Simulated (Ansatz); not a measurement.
Reactions of `F[Si]O[SiH3]`.

Isolated molecules relaxed with PBE0-D4/def2-TZVP in Ansatz; ΔE leaves out vibrations. CCSD(T)/CBS adds triple-zeta CCSD(T) − MP2 to the extrapolated MP2 energy (def2 sets, frozen cores). This one scheme is used for every species. DFT in def2-TZVPP. Elements past krypton have def2 core potentials. For In outer-core shells are correlated without core-valence functions, which leaves a few kJ/mol of doubt a bond. Each species was taken in one conformer, which may not be the lowest.

```csv
reaction,r2SCAN-D4 (kcal/mol),ωB97X-V (kcal/mol),MP2/CBS(def2) (kcal/mol),CCSD(T)/CBS(def2) (kcal/mol)
`F[Si]O[SiH3]` + `OBN[SiH3]` → `OBN([SiH3])[SiH3]` + `O[Si]F`,11.9,12.0,11.3,11.6
`F[Si]O[SiH3]` + `[OH][InH][SH]` → `[SiH]O[SiH3]` + `[OH][In]([F])[SH]`,37.6,36.7,37.3,36.4
`F[Si]O[SiH3]` + `N1[SiH2]P1` → `[SiH3]N1[SiH2]P1` + `O[Si]F`,6.0,5.9,4.9,5.7
`F[Si]O[SiH3]` + `CNC` → `CN(C)[Si]F` + `O[SiH3]`,8.6,10.3,8.6,9.5
`F[Si]O[SiH3]` + `NB(F)F` → `FB(F)N[SiH3]` + `O[Si]F`,12.9,12.8,12.9,12.9
`F[Si]O[SiH3]` + `N[Si](N)([SiH3])Cl` → `N[Si]F` + `N[Si]([SiH3])(Cl)O[SiH3]`,-2.3,-1.8,-1.6,-1.8
`F[Si]O[SiH3]` + `[OH][In]([OH])[SH]` → `[OH][In]([SH])[O][SiH3]` + `O[Si]F`,-1.6,-1.6,-2.1,-2.1
`F[Si]O[SiH3]` + `OCB(F)S` → `F[Si]S` + `OCB(F)O[SiH3]`,-3.0,-2.0,-1.8,-2.4
`F[Si]O[SiH3]` + `N[SiH2][SiH2]Cl` → `[SiH3]N[SiH2][SiH2]Cl` + `O[Si]F`,10.5,10.4,10.2,10.4
```

Largest T1 diagnostic: 0.016, for `[OH][In]([OH])[SH]`.
